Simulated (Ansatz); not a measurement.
Pd2H⁻, 3 atoms. Hardware: 4 threads of Arm Neoverse V2 on a shared host.

In the def2 sets Pd takes a core potential; there is no spin–orbit coupling. Correlated methods freeze no core orbitals; core or outer-core shells of Pd are correlated, in sets that lack core-valence functions. In CCSD on the charge -1 triplet the largest single amplitude is 0.21, so its Hartree–Fock determinant may place the open shell otherwise than the density functionals do.

Q: How many basis functions does each of these Ansatz runs have, and roughly what does it cost? PBE with 35 % exact exchange/def2-TZVPD, charge -1 singlet, energy, from earlier orbitals; LDA (SPW92)/def2-TZVPD, charge -1 quintet, energy, from earlier orbitals; PBE-D4/def2-TZVPD, charge -1 singlet, energy, from earlier orbitals; RPA@PBE/def2-TZVPD, charge -1 singlet, energy, from earlier orbitals; B3LYP-D4/def2-TZVPD, charge -1 quintet, energy, from earlier orbitals; HF/STO-3G, charge -1 quintet, energy; HSE06-D4/def2-TZVPD, charge -1 quintet, energy, from earlier orbitals; LDA (SPW92)/def2-TZVPD, charge -1 triplet, energy, from earlier orbitals; PBE0-D4/def2-TZVPD, charge -1 quintet, energy, from earlier orbitals; CCSD(T)/def2-TZVPPD, charge -1 triplet, energy, from earlier orbitals; CCSD(T)/def2-TZVPPD, charge -1 quintet, energy, from earlier orbitals; LDA (SPW92)/def2-TZVPD, charge -1 singlet, energy, from earlier orbitals.

A: Other jobs shared the machine, so times can vary by a factor of up to 3. A dash marks memory too small to be measured apart from the calling script's.

```tsv
run	functions	fitting or Cholesky vectors	wall time	peak host memory (GiB)
LDA (SPW92)/def2-TZVPD, charge -1 singlet, energy, from earlier orbitals	89	769	0.35 s	–
PBE-D4/def2-TZVPD, charge -1 singlet, energy, from earlier orbitals	89	769	0.55 s	–
PBE with 35 % exact exchange/def2-TZVPD, charge -1 singlet, energy, from earlier orbitals	89	897	0.7 s	–
LDA (SPW92)/def2-TZVPD, charge -1 triplet, energy, from earlier orbitals	89	769	1.1 s	–
RPA@PBE/def2-TZVPD, charge -1 singlet, energy, from earlier orbitals	89	856	1.2 s	–
LDA (SPW92)/def2-TZVPD, charge -1 quintet, energy, from earlier orbitals	89	769	2 s	–
HF/STO-3G, charge -1 quintet, energy	55	690	2.6 s	–
HSE06-D4/def2-TZVPD, charge -1 quintet, energy, from earlier orbitals	89	861	3.5 s	–
B3LYP-D4/def2-TZVPD, charge -1 quintet, energy, from earlier orbitals	89	769	3.6 s	–
PBE0-D4/def2-TZVPD, charge -1 quintet, energy, from earlier orbitals	89	861	8.5 s	–
CCSD(T)/def2-TZVPPD, charge -1 triplet, energy, from earlier orbitals	129	900	52 s	1.6
CCSD(T)/def2-TZVPPD, charge -1 quintet, energy, from earlier orbitals	129	898	60 s	1.6
```
